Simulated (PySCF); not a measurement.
Species: CH5BrSi.
SMILES: `C[SiH2]Br`

Method: MP2 and CCSD/aug-cc-pVDZ in PySCF, restricted Hartree–Fock reference, frozen core, non-relativistic, gas phase, PBE0-D3(BJ)/def2-SVP geometry.

E(HF) = -2902.15939 Eh.

How large is the problem?

131 basis functions and 60 electrons; 15 orbitals frozen, which leaves o = 15 correlated occupied and v = 101 virtual orbitals. That is o·v = 1515 singles and o·v(o·v + 1)/2 = 1148370 distinct closed-shell doubles amplitudes before symmetry; the costliest CCSD step grows as o²v⁴ = 2.3 × 10^10.

What are the MP2 and CCSD correlation energies?

MP2 -0.3997 Eh and CCSD -0.4438 Eh, which gives totals of -2902.55913 and -2902.60314 Eh. That is 0.403 eV for each correlated electron at CCSD (1165 kJ/mol in all, 0.015 % of the total energy); MP2 gives 90.1 % of the CCSD value.

What is the T1 diagnostic?

0.0080, below the customary warning level of 0.02. It is the norm of the spatial-orbital singles amplitudes over the root of the number of correlated electrons, so the norm is 0.044.

How does correlation change the dipole moment?

HF gives 2.20 D and CCSD (unrelaxed density) 1.97 D, a change of -0.23 D.

No triples correction and no basis-set extrapolation were made.
